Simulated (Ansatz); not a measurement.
The cluster BiTe₂, relaxed as a doublet with UKS B3LYP-D4/def2-SVP in Ansatz, starting from the GFN1-xTB geometry. Force threshold 0.02 eV/Å.

In the def2 sets Bi, Te take a core potential; there is no spin–orbit coupling. Another isomer (doublet) lies 0.49 eV lower at PBE0-D4/def2-TZVP; other spin states weren't run for this one.

Start:

Cartesian coordinates in Å:
```
Bi 0.832 0.108 0.723
Te -0.631 2.172 -0.445
Te -0.201 -2.280 -0.278
```

Q: Estimate the energy that the relaxation releases and the steps that it takes.

A: 0.18 eV, in 5 steps; 17 s on 4 threads of Arm Neoverse V1 on a shared host. No frequencies were taken in this run, so the end may be a saddle point.

Q: Does the start keep its bonding and symmetry?

A: By distances, no bond broke or formed. The bond that changes most is Bi1–Te3, from 2.79 to 2.75 Å (atoms count from 1). Point group C2v at the start, C2v at the end, both within 0.05 Å.

Q: Predict the relaxed structure.

A: 
Cartesian coordinates in Å:
```
Bi 0.990 0.128 0.861
Te -0.678 1.830 -0.501
Te -0.312 -1.958 -0.360
```
Bond lengths: 2 × Bi–Te 2.75 Å.
